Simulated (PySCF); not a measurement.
PySCF 2.14 output of an unrestricted LDA calculation on a single atom or ion in aug-cc-pVDZ-DK (7s6p4d2f, 59 functions), with the spin-free X2C one-electron Hamiltonian (Gaussian nucleus):

```
SCF conv_tol = 1e-09
number electrons alpha = 15  beta = 13
    P. A. M. Dirac.,  Math. Proc. Cambridge Philos. Soc. 26, 376 (1930)
    F. Bloch.,  Z. Phys. 57, 545 (1929)
    S. H. Vosko, L. Wilk, and M. Nusair.,  Can. J. Phys. 58, 1200 (1980)
cycle= 1 E= -1517.7685395478  delta_E= -0.00642  |g|= 0.282  |ddm|= 0.387
cycle= 2 E= -1517.71759496072  delta_E= 0.0509  |g|= 0.579  |ddm|= 0.493
cycle= 3 E= -1517.78364661783  delta_E= -0.0661  |g|= 0.00292  |ddm|= 0.341
cycle= 4 E= -1517.78364792727  delta_E= -1.31e-06  |g|= 0.000637  |ddm|= 0.00263
cycle= 5 E= -1517.78364802261  delta_E= -9.53e-08  |g|= 4.82e-05  |ddm|= 0.000428
cycle= 6 E= -1517.78364802342  delta_E= -8.06e-10  |g|= 2e-06  |ddm|= 6.63e-05
converged SCF energy = -1517.78364802342  <S^2> = 2.0028546  2S+1 = 3.0019025
```

The run itself started from symmetry-adapted Hartree-Fock orbitals and held the occupation by maximum overlap, on a logarithmic radial grid, so the iterations belong to that start.

Task: Which element, charge and spin multiplicity is this?

Result: Ni (nickel, neutral), multiplicity 3; the state was [Ar] 3d8 4s2, high-spin 3F determinant.
